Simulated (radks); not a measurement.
The numbers below are computed, except where a source is named.
Tb V, configuration [Xe] 4f7. Level of theory: scalar-relativistic Kohn-Sham, revPBE, spin-polarised, spherical densities, point nucleus; open shells are filled with parallel spins first (spin-orbit coupling, left out, can overturn this in heavy ions) (a radial shooting solver on a logarithmic mesh with Libxc functionals).

Unscreened Slater integrals over Kohn-Sham orbitals (eV). They are taken over the spin-up orbitals. Empty in this configuration: 5d.

integral,value
"F0(4f,4f)",32.494
"F2(4f,4f)",15.576
"F4(4f,4f)",9.7974
"F6(4f,4f)",7.0555
"F0(4f,5p)",20.474
"F2(4f,5p)",7.0732
"G2(4f,5p)",3.4480
"G4(4f,5p)",2.7320
"F0(4f,5s)",22.668
"G3(4f,5s)",4.0593
"F0(4f,4d)",35.563
"F2(4f,4d)",17.182
"F4(4f,4d)",10.998
"G1(4f,4d)",20.184
"G3(4f,4d)",12.731
"G5(4f,4d)",9.0170
"F0(4f,5d)",16.148
"F2(4f,5d)",4.3443
"F4(4f,5d)",2.1623
"G1(4f,5d)",1.8927
"G3(4f,5d)",1.6211
"G5(4f,5d)",1.2586
"F0(5p,5p)",17.043
"F2(5p,5p)",9.2491
"F0(5p,5s)",18.075
"G1(5p,5s)",12.188
"F0(5p,4d)",21.222
"F2(5p,4d)",6.1112
"G1(5p,4d)",1.7025
"G3(5p,4d)",1.6721
"F0(5p,5d)",14.419
"F2(5p,5d)",7.2489
"G1(5p,5d)",8.6478
"G3(5p,5d)",5.3948
"F0(5s,5s)",19.390
"F0(5s,4d)",23.677
"G2(5s,4d)",2.5253
"F0(5s,5d)",14.961
"G2(5s,5d)",5.6987
"F0(4d,4d)",39.649
"F2(4d,4d)",20.175
"F4(4d,4d)",13.510
"F0(4d,5d)",16.533
"F2(4d,5d)",3.5156
"F4(4d,5d)",1.5098
"G0(4d,5d)",0.78130
"G2(4d,5d)",0.94059
"G4(4d,5d)",0.77872
"F0(5d,5d)",12.823
"F2(5d,5d)",6.8244
"F4(5d,5d)",4.5736

Derived for the open shells (J is the average intra-shell exchange parameter used in DFT+U). 4f: F4/F2 = 0.629, F6/F2 = 0.453, J = (286 F2 + 195 F4 + 250 F6)/6435 = 1.263 eV.
